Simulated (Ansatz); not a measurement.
A search over several starts for the lowest SCF solution of NiH2(PH3)2 (NiP2H8) at the given spin, in a small basis.

```yaml
crystal:
  periodic: [false, false, false]
  atoms:
    - {symbol: Ni, position_ang: [0.543604, 0.542014, 0.028334]}
    - {symbol: H, position_ang: [1.925326, 1.230394, 0.067314]}
    - {symbol: H, position_ang: [1.235502, 1.921224, 0.088921]}
    - {symbol: P, position_ang: [-1.505819, 0.999693, 0.025820]}
    - {symbol: H, position_ang: [-2.558010, 0.009494, -0.009461]}
    - {symbol: H, position_ang: [-2.091416, 1.810849, -1.014145]}
    - {symbol: H, position_ang: [-2.109421, 1.754695, 1.097245]}
    - {symbol: P, position_ang: [0.997158, -1.506882, -0.049358]}
    - {symbol: H, position_ang: [1.771343, -2.145612, 0.987498]}
    - {symbol: H, position_ang: [1.787204, -2.059698, -1.122925]}
    - {symbol: H, position_ang: [0.004518, -2.556171, -0.099243]}
basis:
  gaussian: {orbitals: def2-SVP}
magnetization: {spin_polarized: true, initial_magnetization: 0}
hamiltonian: {xc: pbe0, dispersion: d4}
output: {orbitals: {seedname: orbitals}}
```

```sh
$ ansatz run in.yaml --threads 4 --pin off --events-out ev --progress --plain --max-ram 3916MiB
```

Output, abridged:

```
Functional definition: PBE0
1071 factors; integrals over basis functions are off by at most 1.3e-3 eV
mean field evaluation 1: about -59711.9358 eV, gradient 6.4e1 eV
mean field evaluation 2: about -58983.5859 eV, gradient 2.7e2 eV
mean field evaluation 4: about -59716.6304 eV, gradient 5.6e1 eV
mean field evaluation 8: about -59718.9366 eV, gradient 4.2e1 eV
mean field evaluation 16: about -59725.4118 eV, gradient 1.5e-5 eV
mean field -59725.41175014 eV, -2194.8683984796 hartree, gradient 1.5e-5 eV, S^2 0.000000; 0 other end points of the search recorded, 0 dependent functions left out
reference -59725.41179270 eV, -2194.8684000435 hartree; 33, 33 occupied and 74, 74 virtual orbitals, 1071 factors
Total energy: -59725.63960311 eV, -2194.8767719216 hartree
```

It took 3.2 s on 4 threads of Arm Neoverse V1 on a shared host.
